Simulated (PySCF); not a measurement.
From one molecule to another.

First species: C₄H₁₁PSi.
Atom-mapped SMILES: `[CH3:1][C@@H:2]1[CH2:3][C@@H:4]1[SiH2:5][PH2:6]` (hydrogens: H7, H8, H9 on C1; H10 on C2; H11, H12 on C3; H13 on C4; H14, H15 on Si5; H16, H17 on P6)

Second species: H₁₁NOSi₄.
Structure used (PBE0-D3(BJ)/def2-SVP), in Å, numbered top down from 1:
```
atom  x, y, z in Å
Si1    2.446   -0.309    0.469
O2     1.524   -0.214   -0.911
Si3   -0.085   -0.269   -1.307
N4    -1.078    0.018    0.100
Si5   -1.917   -1.327    0.860
Si6   -1.223    1.632    0.784
H7     2.229   -1.617    1.159
H8     3.876   -0.179    0.079
H9     2.082    0.794    1.411
H10   -0.320    0.767   -2.347
H11   -0.429   -1.632   -1.807
H12   -2.442   -0.842    2.173
H13   -0.981   -2.469    1.086
H14   -3.062   -1.812    0.032
H15   -0.359    2.542   -0.025
H16   -0.772    1.651    2.207
H17   -2.635    2.119    0.733
```

Levels: B3LYP/def2-SVPD for dipole moment, HOMO energy, LUMO energy, HOMO–LUMO gap, static isotropic polarisability and electronic spatial extent ⟨r²⟩ about the centre of nuclear charge; TDDFT B3LYP/def2-SVPD for lowest singlet excitation; TDA B3LYP/def2-SVPD for lowest triplet excitation (Tamm–Dancoff); ΔSCF B3LYP/def2-SVPD for vertical ionisation energy; PBE0-D3(BJ)/def2-SVP for rotational constant A and rotational constant C. Geometries: PBE0-D3(BJ)/def2-SVP. Each species is one conformer at its optimised geometry, gas phase, non-relativistic unless stated; the electronic structure was computed with PySCF and density fitting.

The conformers computed, where there is a choice (atom-mapped SMILES and torsion angles):
- `[CH3:1][C@@H:2]1[CH2:3][C@@H:4]1[SiH2:5][PH2:6]`: C3–C4–Si5–P6 -140°, H–P6–Si5–C4 -164°, H–P6–Si5–C4 -70°
- `[SiH3:1][O:2][SiH2:3][N:4]([SiH3:5])[SiH3:6]`: Si1–O2–Si3–N4 18°, O2–Si3–N4–Si5 -105°

```
                                                         property    column X    column Y
                                                    dipole moment      0.55 D      1.06 D
                                                      HOMO energy    -7.60 eV    -7.06 eV
                                                      LUMO energy    -0.47 eV     0.09 eV
                                                    HOMO–LUMO gap     7.13 eV     7.15 eV
                                        lowest singlet excitation     6.11 eV     6.29 eV
                         lowest triplet excitation (Tamm–Dancoff)     5.83 eV     5.53 eV
                                  static isotropic polarisability    114.6 au    102.9 au
                                       vertical ionisation energy     9.48 eV     9.12 eV
electronic spatial extent ⟨r²⟩ about the centre of nuclear charge  1589 bohr²  1126 bohr²
                                            rotational constant A   1.855 GHz   3.644 GHz
                                            rotational constant C   0.859 GHz   1.117 GHz
```

Task: Which column belongs to which species?

Result: Column X is the second species and column Y the first. The first has 17 atoms and 64 electrons, the second 17 and 82.

Task: How does each property change from the first species to the second?

Result: dipole moment -0.51 D; HOMO energy -0.54 eV; LUMO energy -0.56 eV; HOMO–LUMO gap -0.02 eV; lowest singlet excitation -0.18 eV; lowest triplet excitation (Tamm–Dancoff) +0.30 eV; static isotropic polarisability +11.7 au; vertical ionisation energy +0.36 eV; electronic spatial extent ⟨r²⟩ about the centre of nuclear charge +463 bohr²; rotational constant A -1.789 GHz; rotational constant C -0.258 GHz.

On the first: The vertical singlet–triplet gap S1 − T1 is 0.76 eV (TDDFT singlet less Tamm–Dancoff triplet; S1: HOMO→LUMO, weight 0.50, beside HOMO→LUMO+1, weight 0.47; T1: HOMO→LUMO, weight 0.57). S1 lies 0.86 eV below the HOMO–LUMO gap; its leading configuration is HOMO→LUMO, weight 0.50, beside HOMO→LUMO+1, weight 0.47.

On the second: The ΔSCF ionisation energy exceeds −ε(HOMO) by 1.88 eV with B3LYP. The vertical singlet–triplet gap S1 − T1 is 0.28 eV (TDDFT singlet less Tamm–Dancoff triplet; S1: HOMO→LUMO, weight 0.96; T1: HOMO→LUMO, weight 0.91).
